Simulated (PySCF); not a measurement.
furan-2-ylsilane (C4H6OSi), SMILES [SiH3]c1ccco1. Atoms are numbered in the order given.

```xyz
12

Si    -0.0084     2.0505     0.0000
C      0.0989     0.1850     0.0000
C      1.1619    -0.6794     0.0000
C      0.6191    -2.0085     0.0000
C     -0.7352    -1.8509     0.0000
O     -1.0625    -0.5417     0.0000
H     -0.7260     2.5428    -1.2104
H     -0.7260     2.5428     1.2104
H      1.3897     2.5660     0.0000
H      2.2144    -0.3972     0.0000
H      1.1644    -2.9511     0.0000
H     -1.5662    -2.5543     0.0000
```

Geometry optimised at ωB97X-D3(BJ)/def2-SVP.

Two levels are set side by side: PBE/pcSseg-1 (PySCF) and PBE0/pcSseg-1 (PySCF). GIAO shifts against H2O (¹⁷O), TMS (²⁹Si), TMS (¹H), TMS (¹³C) at the same level; non-relativistic, no solvent, atoms listed together averaged. Differences are taken from unrounded values.

```
quantity               PBE0    PBE  PBE minus PBE0
--------------------  -----  -----  --------------
δ(²⁹Si) of Si1 (ppm)  -81.4  -86.8            -5.3
δ(¹³C) of C2 (ppm)    154.0  150.6            -3.4
δ(¹³C) of C3 (ppm)    133.4  130.3            -3.0
δ(¹³C) of C4 (ppm)    118.1  116.2            -1.9
δ(¹³C) of C5 (ppm)    156.1  152.7            -3.4
δ(¹⁷O) of O6 (ppm)    326.0  333.4             7.4
δ(¹H) of H10 (ppm)     7.35   7.20           -0.15
δ(¹H) of H11 (ppm)     6.87   6.76           -0.11
δ(¹H) of H12 (ppm)     8.08   7.96           -0.11
```

Rough cost on one machine, each run with all the roots and properties that it gave: PBE0 against PBE within a factor of 2.
